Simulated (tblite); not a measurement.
A tight-binding relaxation on `[Si@H]1(F)[SiH2]C(C)(NC1)C`.

Computed with GFN2-xTB geometry optimisation, gas phase (tblite 0.8.0). Start geometry: from a force field or distance geometry. The command runs a driver script over a list of jobs; the input below is this job's line of settings and its coordinates in Å.

Command:
```bash
OMP_NUM_THREADS=1 python probes_run.py task.json out
```

Input:
```
{"job": {"kind": "relax", "xc": "GFN2-xTB", "basis": "xTB"}, "charge": 0, "multiplicity": 1}
C     -1.251500    -0.913200     0.912800
C     -0.658600    -0.052100    -0.229900
C     -1.727000     0.185300    -1.288100
N      0.471700    -0.756700    -0.891000
C      1.699400    -0.862400    -0.062600
Si     2.198200     0.837300     0.560100
F      3.205700     1.546700    -0.473600
Si     0.067000     1.661000     0.454200
H     -0.543900    -1.101700     1.726800
H     -1.601900    -1.884100     0.541100
H     -2.132600    -0.413400     1.357100
H     -2.122400    -0.760600    -1.691000
H     -2.594400     0.740700    -0.866600
H     -1.345900     0.772100    -2.138800
H      0.176000    -1.688000    -1.177500
H      2.501600    -1.272600    -0.675800
H      1.549500    -1.547700     0.770000
H      2.793100     0.783400     1.930400
H     -0.142900     2.753000    -0.538500
H     -0.546100     1.983600     1.777700
```

Output:
```
step      E/eV     max force
  0    -702.78671    1.157
  1    -702.85377    0.559
  2    -702.88789    0.408
  3    -702.91325    0.423
  4    -702.93736    0.406
  5    -702.95029    0.313
  6    -702.96059    0.253
  7    -702.96948    0.291
  8    -702.97825    0.259
  9    -702.98578    0.190
... (75 lines left out)
 85    -703.01664    0.015
 86    -703.01667    0.014
 87    -703.01670    0.011
 88    -703.01673    0.012
 89    -703.01677    0.016
 90    -703.01681    0.015
 91    -703.01685    0.013
 92    -703.01689    0.013
 93    -703.01692    0.010
 94    -703.01694    0.009
```

«max force» is the largest atomic force in eV/Å.

Question: From which step on does the largest force stay under 0.1 eV/Å, and how much energy is left to gain from there?

Answer: From step 13 (0.098 eV/Å), 18.6 meV above the end.

Summary of the converged run: energy lowered by 5.3 kcal/mol over 94 steps; largest atomic force 0.009 eV/Å at the end.

Question: Where do the atoms end?

Answer: 0.188 Å rms from the input after alignment:
```
atom  x, y, z in Å
C1    -1.1783   -0.8629    0.9609
C2    -0.6657   -0.0237   -0.2174
C3    -1.7873    0.1311   -1.2416
N4     0.4680   -0.6367   -0.9115
C5     1.6705   -0.8754   -0.1243
Si6    2.1267    0.7822    0.7241
F7     3.3204    1.4883   -0.1181
Si8    0.0392    1.6808    0.3743
H9    -0.4313   -0.9362    1.7499
H10   -1.4321   -1.8728    0.6334
H11   -2.0718   -0.4070    1.3806
H12   -2.1636   -0.8439   -1.5552
H13   -2.6147    0.6959   -0.8193
H14   -1.4189    0.6534   -2.1207
H15    0.1741   -1.4874   -1.3836
H16    2.4530   -1.1949   -0.8169
H17    1.5503   -1.6877    0.6100
H18    2.7844    0.5692    2.0112
H19   -0.1256    2.6779   -0.6886
H20   -0.7025    2.1605    1.5497
```

Hardware: one thread, Arm Neoverse V1 (aarch64), on a shared host. Cost: 0.77 s wall.
Labels such as C1 count atoms from 1, the log's own numbers from 0.
